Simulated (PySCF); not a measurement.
A calculated (wB97X, PySCF 2.14, aug-cc-pVTZ, the non-relativistic Hamiltonian (point nucleus)) atom or ion has these occupied shells.

```tsv
shell	electrons	orbital energy (eV)	rms radius, mean of both spins (bohr)
1s α	1	-7559.4	0.0658
1s β	1	-7559.3	0.0658
2s α	1	-906.74	0.280
2s β	1	-904.98	0.280
2p α	3	-788.04	0.250
2p β	3	-786.63	0.250
3s α	1	-117.77	0.842
3s β	1	-113.75	0.842
3p α	3	-81.979	0.893
3p β	3	-77.685	0.893
3d α	5	-23.262	1.18
3d β	2	-20.695	1.18
4s α	1	-15.769	2.82
```

Task: Name the element and its charge.

Result: Co⁺ (cobalt, charge +1), in [Ar] 3d7 4s1, high-spin 5F determinant (an excited configuration).
